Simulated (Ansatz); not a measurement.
# Energy profile

The step: SiH₃BrO ([OH][SiH2][Br]) + HCl → SiH₃ClO ([OH][SiH2][Cl]) + HBr; bonds formed: Si1–Cl7, Br2–H6; bonds broken: Si1–Br2, H6–Cl7 (atoms numbered as in the saddle structure below).

| atom | x (Å) | y (Å) | z (Å) |
| --- | --- | --- | --- |
| Si1 | -0.4865 | -0.3157 | 0.2206 |
| Br2 | 1.9419 | -1.0595 | 0.9481 |
| H3 | -0.5927 | -1.3393 | -0.8318 |
| H4 | -0.8201 | -0.7847 | 1.5768 |
| O5 | -1.5328 | 0.9372 | 0.1528 |
| H6 | 1.9258 | 0.0434 | -0.2911 |
| Cl7 | 1.0550 | 0.9909 | -1.1726 |
| H8 | -1.4904 | 1.5276 | -0.6027 |

Electronic energies by CCSD(T) at an estimated basis limit (MP2 extrapolated from triple and quadruple zeta, plus CCSD(T) − MP2 in triple zeta), on PBE0-D4/def2-TZVP structures; SiH4BrClO, singlet; no counterpoise correction. Computed with Ansatz 0.2.0 (basis: def2-TZVPP and def2-QZVPP); correlated methods freeze the cores. Filled d shells of the heavier atoms are correlated. The def2 sets are not built for correlating such inner shells, so the correlated values are less sure here. Extrapolation: Hartree–Fock as exp(−7.88 √X), correlation as X^−2.97.

(1) Give the profile in eV, counted from the separated reactants. (To be estimated.)

No T1 diagnostic of these runs exceeds 0.011.

## Answers

(1) By the calculation:
```csv
point,eV
"separated: SiH3BrO (linked as [OH][SiH2][Br]; Si1, Br2, H3, H4, O5, H8; singlet) + HCl (H6, Cl7; singlet)",0.000
start structure,-0.201
saddle,1.415
end structure,-0.141
```

For scale, one of the runs: CCSD(T)/def2-TZVPP, 219 basis functions, launched by `ansatz run in.yaml --threads 4 --pin off --events-out ev --progress --plain --max-ram 9574MiB`. Time: 2.1 min of wall clock on 4 CPU threads of an Arm Neoverse V1; the host was shared. Peak host memory: 3.2 GiB.
